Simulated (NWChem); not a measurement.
Molecule: BH2Br; SMILES BBr

All runs: NWChem. Structure relaxed at the PBE-D3(BJ)/def2-SVP level. LC-ωPBE (HJS hole) with def2-SVP; x = 1 − exp(−ω/0.25 bohr⁻¹) is a scale chosen for this fit.

```csv
row,x,−ε(HOMO) (eV)
ω = 0.20,0.551,9.46
ω = 0.25,0.632,withheld
ω = 0.40,0.798,10.88
ω = 0.50,0.865,11.28
ω = 0.60,0.909,11.56
```

**Question.** Fit a straight line of the last column on the one before it, predict the withheld value, and compare with the run.

**Answer.** 
1. Means of the 4 shown rows: x = 0.7808, y = 10.795. Slope Σ(x − x̄)(y − ȳ)/Σ(x − x̄)² = 0.4472/0.07663 = 5.835; intercept 6.239.
2. The shown rows scatter about the line by 0.012 (root mean square); the largest residual is +0.02, at ω = 0.60.
3. At x = 0.632 (ω = 0.25; inside the shown range) the line gives 9.93.
4. The run gives 9.92, -0.01 from the line.
